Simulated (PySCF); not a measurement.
Isomers of H5NSi2. Isolated molecules, 0 K electronic values unless said otherwise. Strings in code marks are SMILES.

Computed with PBE-D3(BJ)/def2-TZVP // CAM-B3LYP-D3(BJ)/def2-TZVP (PySCF 2.14.0). Delta-SCF ions had no search for a lower state. 

```json
[
 {"species": "`N[SiH]=[SiH2]`", "HOMO (eV)": "-4.87", "S1 oscillator strength": "0.001", "LUMO (eV)": "-2.37", "vertical ionisation energy (Delta-SCF) (eV)": "7.59"},
 {"species": "`[H]/N=[SiH]\\[SiH3]`", "HOMO (eV)": "-5.93", "S1 oscillator strength": "0.000", "LUMO (eV)": "-2.77", "vertical ionisation energy (Delta-SCF) (eV)": "9.06"},
 {"species": "`[SiH2]=N[SiH3]`", "HOMO (eV)": "-5.95", "S1 oscillator strength": "0.001", "LUMO (eV)": "-2.90", "vertical ionisation energy (Delta-SCF) (eV)": "8.99"}
]
```
